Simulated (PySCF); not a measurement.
C3H7BO2.

```xyz
13

C     -1.7208     1.5395    -0.1746
B     -0.7343     0.3398     0.0476
C     -1.2137    -1.1450     0.2123
O      0.6190     0.6925     0.1208
C      1.6853    -0.1369     0.0980
O      1.6989    -1.2575    -0.3200
H     -2.4784     1.2915    -0.9378
H     -1.2237     2.4826    -0.4452
H     -2.2899     1.7060     0.7597
H     -0.6448    -1.7060     0.9703
H     -2.2897    -1.2143     0.4327
H     -1.0271    -1.6754    -0.7394
H      2.5765     0.3912     0.5006
```
Charge 0, spin multiplicity 1.

The structure is a stationary point at B3LYP-D3(BJ)/def2-SVP. One conformer was computed; it need not be the lowest.

Calculation: PBE0/pcSseg-1 in PySCF. Non-relativistic, no solvent.

**Question.** Give the absolute GIAO shielding of each atom: isotropic value and principal components (ppm). (Estimate from the structure and the level; the computed values follow.)

**Answer.** 
```csv
atom,σ(iso),σ11,σ22,σ33,span
C1,174.5,156.7,172.9,194.1,37.4
B2,41.2,-35.1,62.7,96.2,131.3
C3,175.6,162.6,176.6,187.6,25.0
O4,24.6,-144.2,29.0,188.9,333.1
C5,20.2,-90.0,70.8,79.8,169.8
O6,-162.3,-481.3,-279.9,274.2,755.5
H7,30.4,26.9,29.2,35.2,8.3
H8,30.7,26.6,28.8,36.7,10.0
H9,30.5,27.3,28.5,35.8,8.6
H10,30.4,26.2,29.6,35.5,9.4
H11,30.5,26.6,29.6,35.3,8.8
H12,30.2,26.0,28.6,35.9,9.9
H13,23.1,18.9,23.2,27.3,8.4
```
